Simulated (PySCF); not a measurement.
**SMILES CSc1ccc(O)cc1, C$_{7}$H$_{8}$OS**

Geometry:
```
atom   x (Å)   y (Å)   z (Å)
  C1   3.202  -0.237  -0.163
  S2   2.137  -1.332   0.783
  C3   0.545  -0.590   0.599
  C4   0.278   0.554  -0.156
  C5  -1.019   1.063  -0.241
  C6  -2.073   0.438   0.425
  O7  -3.346   0.888   0.376
  C8  -1.811  -0.709   1.183
  C9  -0.522  -1.213   1.267
 H10   4.215  -0.649  -0.064
 H11   3.198   0.787   0.241
 H12   2.932  -0.221  -1.230
 H13   1.075   1.070  -0.692
 H14  -1.206   1.961  -0.838
 H15  -3.382   1.676  -0.176
 H16  -2.639  -1.195   1.703
 H17  -0.334  -2.109   1.865
```

Theory: PySCF, quadratic response CAM-B3LYP/aug-cc-pVDZ first hyperpolarisability, Taylor convention, gas phase. Geometry: PBE0-D3(BJ)/def2-SVP.

(1) Give the tensor of the second harmonic β(−2ω;ω,ω) at 1907 nm in the axes of these coordinates.

Results:

(1) In au, Taylor convention; rows are the first index (the induced dipole):
```csv
,xx,yy,zz,xy,xz,yz
x,+25.0,-29.7,-45.9,-11.8,-16.4,-6.9
y,-12.9,+39.8,+8.9,-27.5,-7.2,+27.9
z,-15.4,+28.1,-24.4,-7.4,-44.4,+8.6
```
Norm of βᵢ = ⅓ Σⱼ (βᵢⱼⱼ + βⱼᵢⱼ + βⱼⱼᵢ): 61.6 au, hyper-Rayleigh value 41.9 au.
